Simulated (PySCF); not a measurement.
Start geometry of `[SiH2]([SiH2][SiH2][SiH3])C(C)C` from GFN2-xTB (Å):
```
atom  x, y, z in Å
C1    -2.3443   -1.7263    0.3228
C2    -1.3899   -0.5434    0.2030
C3    -2.0712    0.7547    0.6483
Si4   -0.6532   -0.3657   -1.5724
Si5    0.9641    1.2475   -1.5802
Si6    2.1594    1.4373    0.4184
Si7    3.2602   -0.5043    1.0718
H8    -1.8751   -2.6311    0.0260
H9    -3.2254   -1.5362   -0.3113
H10   -2.7323   -1.8073    1.3505
H11   -0.5586   -0.7433    0.8982
H12   -1.3460    1.5928    0.6321
H13   -2.4529    0.6772    1.6677
H14   -2.9116    0.9985    0.0186
H15   -1.8345   -0.1268   -2.4592
H16   -0.1813   -1.6791   -1.9528
H17    1.9099    0.9763   -2.6672
H18    0.3940    2.5621   -1.9553
H19    3.1147    2.5455    0.3772
H20    1.2161    1.8535    1.4995
H21    2.2824   -1.5954    1.2813
H22    4.0376   -0.4061    2.2972
H23    4.1858   -0.9568    0.0163
```

Problem. What comes out of this run: PySCF, PBE0-D3(BJ)/def2-SVP geometry optimisation, gas phase?

Solution. 
```
atom  x, y, z in Å
C1    -2.2820   -1.6697    0.4696
C2    -1.3747   -0.4526    0.2985
C3    -2.1215    0.8578    0.5395
Si4   -0.5246   -0.4597   -1.4020
Si5    0.9442    1.3661   -1.5501
Si6    2.1321    1.4326    0.4727
Si7    3.1147   -0.6710    0.8099
H8    -1.7309   -2.6153    0.3524
H9    -3.0992   -1.6668   -0.2707
H10   -2.7470   -1.6776    1.4701
H11   -0.5517   -0.5260    1.0346
H12   -1.4566    1.7343    0.4741
H13   -2.5842    0.8705    1.5405
H14   -2.9296    1.0007   -0.1969
H15   -1.5535   -0.4096   -2.4917
H16    0.2698   -1.7187   -1.5766
H17    1.9145    1.1905   -2.6774
H18    0.2045    2.6516   -1.7626
H19    3.1810    2.5012    0.4758
H20    1.1803    1.7088    1.5973
H21    2.0389   -1.7096    0.8749
H22    3.9040   -0.7210    2.0791
H23    4.0177   -0.9983   -0.3365
```

The energy falls by 0.315 eV over 11 energy and gradient evaluations, the largest force component goes from 0.0297 to 2.5e-04 Eh/bohr, and the atoms move by 0.289 Å rms after alignment. The bond that changes most is Si4–Si5 (both ends SiH2 silicon), which lengthens by 0.064 Å. Bonds longer at the end by more than 0.005 Å: 14 of 22; shorter: 2. Among the angles that change most is Si4–Si5–Si6, from 114.6° to 106.5°. Among the dihedrals that turn most is H15–Si4–Si5–H18, from 26° to 46°. Rotational constants go from 1400, 618.3, 538.2 to 1387, 657.7, 575.7 MHz. The orientation of the end geometry is arbitrary; only internal coordinates are fixed.

The run used 194 basis functions and 65 SCF cycles in all. Hardware: an Arm Neoverse N1 with one thread, on a shared host. Cost: 6.8 min wall, 0.88 GiB resident at most.

Not checked by PBE0-D3(BJ)/def2-SVP frequencies. The numbers are those of one conformer.
